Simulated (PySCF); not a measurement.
**Magnetisability and related constants of `C=C(C=C)CB(C)C`, C$_{7}$H$_{13}$B**

Computed with GIAO PBE/pcSseg-1 magnetisability, rotational g tensor and spin-rotation constants, non-relativistic, gas phase in PySCF. Geometry: GFN2-xTB.

Input:
```
{"job": {"kind": "mag", "xc": "PBE", "basis": "pcSseg-1", "isotopologues": 2}, "charge": 0, "multiplicity": 1}
C     -1.505896     1.229389    -1.404732
C     -1.829642    -0.031088    -1.142283
C     -1.283065    -0.835873    -0.056634
C     -1.578734    -2.133243     0.024339
C     -0.382785    -0.157545     0.934508
B      1.043962     0.282352     0.394186
C      1.715441    -0.458964    -0.822108
C      1.826091     1.430972     1.142893
H     -0.786166     1.770723    -0.814943
H     -1.942267     1.763954    -2.231570
H     -2.549142    -0.538710    -1.773702
H     -1.186862    -2.760965     0.807182
H     -2.217529    -2.616913    -0.696353
H     -0.198453    -0.849750     1.762292
H     -0.916005     0.691786     1.369815
H      2.388289     0.176395    -1.394364
H      2.327253    -1.273736    -0.431525
H      1.002446    -0.908825    -1.508618
H      1.663228     2.372380     0.616133
H      1.498028     1.588817     2.168070
H      2.902888     1.275787     1.150226
```
Coordinates are in Å.

Command: `OMP_NUM_THREADS=1 python excited_run.py task.json out`

What does the run print?

Atoms count from 0.
```
coarse grid: 16752 points
cycle   1  E = -298.6857326764  dE =  5.218e-01  |g| = 8.029e-01  |ddm| = 4.127e+00
cycle   2  E = -298.4994818715  dE =  1.863e-01  |g| = 1.135e+00  |ddm| = 1.918e+00
cycle   3  E = -298.8600334409  dE = -3.606e-01  |g| = 1.080e-01  |ddm| = 1.306e+00
cycle   4  E = -298.8619702005  dE = -1.937e-03  |g| = 6.939e-02  |ddm| = 1.654e-01
cycle   5  E = -298.8631136511  dE = -1.143e-03  |g| = 2.181e-02  |ddm| = 6.800e-02
cycle   6  E = -298.8632345296  dE = -1.209e-04  |g| = 8.342e-03  |ddm| = 2.721e-02
cycle   7  E = -298.8632516558  dE = -1.713e-05  |g| = 3.494e-03  |ddm| = 1.029e-02
cycle   8  E = -298.8632551321  dE = -3.476e-06  |g| = 5.364e-04  |ddm| = 3.902e-03
final grid: 159504 points
cycle   9  E = -298.9265607066  dE = -7.033e-05  |g| = 1.652e-02  |ddm| = 6.229e-02
cycle  10  E = -298.9264853486  dE =  7.536e-05  |g| = 2.341e-02  |ddm| = 3.632e-02
cycle  11  E = -298.9266304400  dE = -1.451e-04  |g| = 3.005e-03  |ddm| = 2.358e-02
cycle  12  E = -298.9266327484  dE = -2.308e-06  |g| = 6.761e-04  |ddm| = 3.007e-03
cycle  13  E = -298.9266328560  dE = -1.077e-07  |g| = 2.194e-04  |ddm| = 7.734e-04
cycle  14  E = -298.9266328666  dE = -1.052e-08  |g| = 1.041e-04  |ddm| = 3.001e-04
cycle  15  E = -298.9266328694  dE = -2.814e-09  |g| = 3.893e-05  |ddm| = 1.251e-04
cycle  16  E = -298.9266328698  dE = -4.393e-10  |g| = 5.200e-06  |ddm| = 4.284e-05
converged SCF energy = -298.9266328698

Magnetisability tensor (1e-30 J/T^2)
    -1325.56      121.35       85.07
      121.35    -1239.05       30.36
       85.07       30.36    -1296.24
isotropic -1286.95   principal values   -1434.01  -1306.16  -1120.68
isotropic susceptibility -77.502 1e-6 cm^3/mol

Inertial axes            a          b          c
rot. const./GHz      2.6628     1.3825     1.1975
chi total           -70.793    -78.820    -82.893
chi diamagnetic    -597.276  -1026.659  -1158.237
chi paramagnetic    526.483    947.839   1075.344
quadrupole/D A        0.170      3.915     -4.084
g nuclear            0.6329     0.6060     0.6016
g electronic        -0.6586    -0.6156    -0.6050
g total             -0.0257    -0.0096    -0.0034

Spin-rotation constants (kHz, H = +C I.J)
atom  isotope        aa         bb         cc
  5    11B        1.315      0.254      0.591
  8     1H        0.174     -0.139     -0.127
  9     1H       -0.207      0.066     -0.117
 10     1H        0.226     -0.133     -0.105
 11     1H       -0.236      0.093     -0.125
 12     1H        0.138     -0.133     -0.095
 13     1H       -0.272      0.019     -0.120
 14     1H       -0.291     -0.086      0.002
 15     1H       -0.178     -0.098     -0.076
 16     1H       -0.307     -0.010     -0.114
 17     1H        0.002     -0.159     -0.094
 18     1H       -0.273      0.024     -0.148
 19     1H       -0.292     -0.153      0.026
 20     1H       -0.017     -0.139     -0.110
  0    13C*       0.968      0.494      0.212
  1    13C*       1.192      0.516      0.257
  2    13C*       1.112      0.617      0.259
  3    13C*       0.911      0.489      0.262
  4    13C*       0.450      0.265      0.245
  6    13C*       0.444      0.170      0.163
* in the singly substituted isotopologue

Isotopologues: g along a, b, c
2H    at 8,9,10,11,12,1    -0.0206    -0.0078    -0.0027
13C   at 0                 -0.0251    -0.0096    -0.0033
```

It took 57 s wall time on 1 thread of an Arm Neoverse V1, shared host, peak memory 0.71 GiB.
